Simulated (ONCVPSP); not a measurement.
Before and after: ONCV potential for Ni (Z = 28)

* Element: nickel
* Generator: ONCVPSP 4.0.1
* Type: optimised norm-conserving Vanderbilt (ONCV)
* Functional: PBE
* Relativity: scalar-relativistic
* Frozen core: [Ne]
* Valence charge: 18
* Reference configuration: 3s2 3p6 3d8 4s1.75 4p0.25
* Partial waves: 3s+4s: rc 1.10 bohr, ncon 4, nbas 8, qcut 9.1 1/bohr, 2 projectors; 3p+4p: rc 1.15 bohr, ncon 3, nbas 6, qcut 14 1/bohr, 2 projectors; 3d: rc 0.85 bohr, ncon 4, nbas 8, qcut 16.5 1/bohr, 2 projectors, debl 3.9 Ha
* Local potential: polynomial inside 0.80 bohr (lpopt 2, dvloc0 0 Ha)
* Core correction: none

All-electron outer shells of the reference configuration (PBE, scalar-relativistic, ld1.x):

```tsv
shell	level (eV)	outermost node (bohr)	outermost maximum (bohr)
2s	-982.35	0.07	0.21
2p	-845.20	–	0.16
3s	-111.60	0.30	0.64
3p	-71.93	0.27	0.65
3d	-9.40	–	0.63
4s	-5.99	0.92	2.21
4p	-1.49	1.00	3.14
```

Change: d: ncon 3, nbas 7.

Cutoffs: the cutoffs (Ha) at which the residual kinetic energy of the hardest occupied pseudo-wave falls to 1 and 0.1 mHa per electron; they do not see the model core or the augmentation charge, which bear on the density cutoff. Errors are all-electron minus pseudo energies relative to the spin-unpolarised reference configuration.

Problem. Predict the effect on cutoff, ghosts and configuration errors.

Solution. The potential gets neither clearly harder nor softer (114 Ha and 128 Ha → 109 Ha and 123 Ha); of the 3 tests that both files solve, the error grows in 1 and shrinks in 0 by more than 15 % and 0.3 meV (median size 0.2 → 0.3 meV); neither file shows a bound ghost.

| quantity | base | changed |
| --- | --- | --- |
| cutoff, loose | 114 Ha | 109 Ha |
| cutoff, tight | 128 Ha | 123 Ha |
| loose cutoff by channel | s 36 Ha, p 42 Ha, d 114 Ha | s 36 Ha, p 42 Ha, d 109 Ha |
| bound ghosts | none | none |
| GHOST(+) flags under 300 eV | none | none |
| tests with a reliable result | 3 of 4 | 3 of 4 |
| error for 3s2 3p6 3d8 4s2 4p0, meV [ΔE -1.11 eV] | +0.1 | +0.1 |
| error for 3s2 3p6 3d8 4s1 4p0, meV [ΔE 8.21 eV] | -0.3 | -0.3 |
| error for 3s2 3p6 3d8.5 4s1.5 4p0, meV [ΔE -2.30 eV] | +0.2 | +0.9 |
| s: phases at 1.12 bohr within 0.05 rad from the reference energy up to (Ha; the scan ends near 5) | to the end of the scan | to the end of the scan |
| p: phases at 1.17 bohr within 0.05 rad from the reference energy up to (Ha; the scan ends near 5) | to the end of the scan | to the end of the scan |
| d: phases at 0.86 bohr within 0.05 rad from the reference energy up to (Ha; the scan ends near 5) | to the end of the scan | to the end of the scan |
